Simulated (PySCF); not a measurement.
A structure optimised at B3LYP-D3(BJ)/def2-SVP, used in a PySCF frequency run:

```
C
H 1 1.1014
H 1 1.1014 2 106.76
C 1 1.5305 2 111.27 3 121.59
H 4 1.1018 1 112.16 2 -179.11
H 4 1.1018 5 107.20 1 123.54
H 4 1.1048 5 107.03 6 114.55
Cd 1 2.1165 2 106.23 3 -113.05
F 8 1.9483 2 156.49 1 179.78
```
Charge 0, spin multiplicity 1.

Question: Write its SMILES, formula and point group.

Answer: C[CH2][Cd][F], C₂H₅CdF, Cs

Question: What are its rotational constants (standard atomic weights)?

Answer: 23.394, 1.9146, 1.8098 GHz
